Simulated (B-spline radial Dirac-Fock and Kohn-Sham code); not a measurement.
**Auger decay of the 2s hole in Bi²⁺**

System: the Bi²⁺ ion, configuration [Xe] 4f14 5d10 6s2 6p1, inside a Watson sphere of charge -2 and radius 2.2 Å (a model of the Madelung potential; inside it an electron's potential energy is raised by 13.1 eV).

Input file task.json (cfg lists n, l and occupation; rrms is the nuclear radius in fm):

```json
{"items": [{
  "Z": 83,
  "q": 2,
  "cfg": [[1, 0, 2], [2, 0, 2], [2, 1, 6], [3, 0, 2], [3, 1, 6], [3, 2, 10], [4, 0, 2], [4, 1, 6], [4, 2, 10], [4, 3, 14], [5, 0, 2], [5, 1, 6], [5, 2, 10], [6, 0, 2], [6, 1, 1]],
  "A": 209,
  "rrms": 5.5211,
  "watson": [-2, 2.2],
  "do": ["binding", "quiet", "decay"],
  "holes": ["K", "L1", "L2", "L3", "M1", "M2", "M3", "M4", "M5", "N1", "N2", "N3", "N4", "N5", "N6", "N7"]
}]}
```

Run with: `python xray_run.py task.json out`

These are calculated numbers from a radial B-spline solver; the model is one-electron (LDA, Dirac) transition rates at Dirac-Fock energies. Kinetic energies are configuration averages from the vacuum level; the two-hole energies are estimated from single-hole states.

| transition | kinetic energy (eV) | width (meV) | share (%) |
| --- | --- | --- | --- |
| L1-L3M4 | 154.9 | 3420 | 26.0 |
| L1-L3M5 | 271.7 | 4370 | 33.2 |
| L1-L2N6 | 472.0 | 200 | 1.5 |
| L1-L2N7 | 477.8 | 266 | 2.0 |
| L1-L3N1 | 1969.8 | 252 | 1.9 |
| L1-L3N2 | 2101.4 | 103 | 0.8 |
| L1-L3N3 | 2234.9 | 139 | 1.1 |
| L1-L3N4 | 2450.2 | 440 | 3.3 |
| L1-L3N5 | 2476.3 | 534 | 4.1 |
| L1-L3N6 | 2764.6 | 341 | 2.6 |
| L1-L3N7 | 2770.5 | 420 | 3.2 |
| L1-M1M2 | 8604.4 | 143 | 1.1 |
| L1-M1M3 | 9127.4 | 226 | 1.7 |
| L1-M1M4 | 9606.5 | 174 | 1.3 |
| L1-M1M5 | 9715.9 | 220 | 1.7 |
| L1-M4M5 | 11023.4 | 310 | 2.4 |

Coster-Kronig rates are the weakest part of this model and often come out 1.5 to 2.5 times too large. The listed channels hold 88 % of the non-radiative rate. Summed by principal shells, of 13.1 eV in all: LLM 59.2 %, LLN 21.8 %, LMM 10.4 %, LMN 4.2 %, LLO 3.0 %, LMO 0.6 %.
